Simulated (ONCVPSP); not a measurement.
## Cutoff test, scandium (Sc), ONCV

```json
{"Element": "scandium", "Generator": "ONCVPSP 4.0.1", "Type": "optimised norm-conserving Vanderbilt (ONCV)", "Functional": "PBE", "Relativity": "scalar-relativistic", "Frozen core": "[Ne]", "Valence charge": "11", "Reference configuration": "3s2 3p6 3d1 4s2", "Partial waves": "3s+4s: rc 1.60 bohr, ncon 4, nbas 8, qcut 6.1 1/bohr, 2 projectors; 3p: rc 1.50 bohr, ncon 5, nbas 9, qcut 8.5 1/bohr, 3 projectors, debl 3.4 Ha; 3d: rc 1.95 bohr, ncon 5, nbas 9, qcut 7.8 1/bohr, 2 projectors, debl 3.5 Ha", "Local potential": "polynomial inside 0.95 bohr (lpopt 5, dvloc0 1 Ha)", "Core correction": "Teter function, fcfact 5.5, rcfact 1.3"}
```

Q: For each optimised wave give the share of its norm inside rc, the residual kinetic energy above qcut (Ha) and the cutoffs (Ha) for errors of 10, 1, 0.1 and 0.01 mHa per electron.

A:

```json
{"wave": "3s", "norm inside rc": "0.899", "residual KE": "1.3e-04", "10 mHa": "9.6", "1 mHa": "14.9", "0.1 mHa": "20.7", "0.01 mHa": "66.0"}
{"wave": "4s", "norm inside rc": "0.036", "residual KE": "4.9e-05", "10 mHa": "3.7", "1 mHa": "12.4", "0.1 mHa": "17.2", "0.01 mHa": "31.6"}
{"wave": "3p", "norm inside rc": "0.789", "residual KE": "6.1e-06", "10 mHa": "12.6", "1 mHa": "16.1", "0.1 mHa": "21.8", "0.01 mHa": "34.2"}
{"wave": "p projector 2", "norm inside rc": "0.087", "residual KE": "9.6e-06", "10 mHa": "12.6", "1 mHa": "16.7", "0.1 mHa": "25.0", "0.01 mHa": "36.1"}
{"wave": "p projector 3", "norm inside rc": "0.103", "residual KE": "7.1e-05", "10 mHa": "14.6", "1 mHa": "18.6", "0.1 mHa": "34.5", "0.01 mHa": "55.5"}
{"wave": "3d", "norm inside rc": "0.639", "residual KE": "1.9e-05", "10 mHa": "19.8", "1 mHa": "24.5", "0.1 mHa": "27.9", "0.01 mHa": "38.5"}
{"wave": "d projector 2", "norm inside rc": "0.168", "residual KE": "6.5e-04", "10 mHa": "24.6", "1 mHa": "29.7", "0.1 mHa": "75.1", "0.01 mHa": "98.0"}
```

The occupied waves need 25 Ha and 28 Ha for 1 and 0.1 mHa. 1 of 4 tests not solved or not reliable.
